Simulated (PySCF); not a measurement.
A structure optimised at PBE-D3(BJ)/def2-SVP, used in a PySCF frequency run:

```xyz
9

C      0.0109    -2.7298     0.0000
S     -1.2836    -1.4204     0.0000
Si    -0.0236     0.2842     0.0000
Cl     1.2149     0.3306     1.6581
Cl    -1.2500     1.9351     0.0000
Cl     1.2149     0.3306    -1.6581
H     -0.5314    -3.6933     0.0000
H      0.6386    -2.6593    -0.9084
H      0.6386    -2.6593     0.9084
```
Charge 0, spin multiplicity 1.

Problem. Write its SMILES, formula and point group.

Solution. CS[Si](Cl)(Cl)Cl, CH₃Cl₃SSi, Cs

Problem. What are its rotational constants (standard atomic weights)?

Solution. 1.2309, 0.97062, 0.93924 GHz
